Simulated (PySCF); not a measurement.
**Fractional electron number in Pr²⁺ (praseodymium, charge +2)**

The 4f alpha orbital of [Xe] 4f3 is emptied in steps (occupation f), with all orbitals relaxed, ending at [Xe] 4f2. Calculation: PySCF 2.14, in def2-SVP with the def2 core potential (28 electrons); scalar relativity through the core potential. The exact energy is a straight line in f; departures are measured from the line between the end points of the same method.

```
  f  BHandHLYP (eV)  wB97X (eV)  BLYP (eV)
  1           0.000       0.000      0.000
0.8          -0.376      -0.407     -1.280
0.6          -0.571      -0.613     -1.936
0.4          -0.577      -0.618     -1.951
0.2          -0.388      -0.415     -1.310
  0           0.000       0.000      0.000
```

```
   method  E(f=0) − E(f=1) (eV)  −ε at f=1 (eV)  −ε at f=0.4 (eV)
BHandHLYP                21.559          19.232            22.010
    wB97X                22.020          19.484            22.511
     BLYP                22.639          14.702            24.192
```

Orbital energy along the path (eV):

```
  f  BHandHLYP    wB97X     BLYP
  1    -19.232  -19.484  -14.702
0.8    -20.127  -20.489  -17.787
0.6    -21.054  -21.489  -20.951
0.4    -22.010  -22.511  -24.192
0.2    -22.995  -23.563  -27.504
  0    -24.008  -24.628  -30.886
```

Reference removal energy between the ground levels: 21.624 eV (measured; NIST Atomic Spectra Database, ionization energies). The calculation has no spin-orbit coupling. The determinant left behind need not be the lowest term of the ion.
